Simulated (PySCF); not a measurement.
All values below come from B3LYP-D3(BJ)/def2-TZVP // B3LYP-D3(BJ)/def2-SVP (PySCF). All species are isolated molecules in the gas phase. B3LYP has the VWN-RPA correlation part, as in Gaussian. Excitations are Tamm–Dancoff values on a coarser integration grid. The basis has no diffuse functions, so Rydberg states are missing or too high.

Reference species (SMILES): `c1c2ccc([SiH3])c(c2sc1)C` (neutral, multiplicity 1).

```yaml
brightest of the four lowest singlets (TDA): 5.51 eV
S1 oscillator strength: 0.085
```

Changed species: `Cc1cc2ccc([SiH3])cc2s1`.

Problem. What does the change do to the brightest of the four lowest singlets (TDA) and S1 oscillator strength?

Solution. the brightest of the four lowest singlets (TDA) drops by 0.16 eV, to 5.35 eV; the S1 oscillator strength falls by 0.019, to 0.066.
